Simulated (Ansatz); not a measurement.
Task: Name a neutral molecule of C, Ge and H with HOMO energy (ωB97M-V/def2-TZVPP) between -10.80 and -10.50 eV and LUMO energy (PBE0/def2-TZVPP) between 1.10 and 1.40 eV (Ansatz, PBE0-D4/def2-TZVP geometry).

Result: `[CH3][GeH2][CH3]` (-10.74 eV, 1.12 eV). Other molecules can fit too; these were computed, each in one conformer that needn't be the lowest.
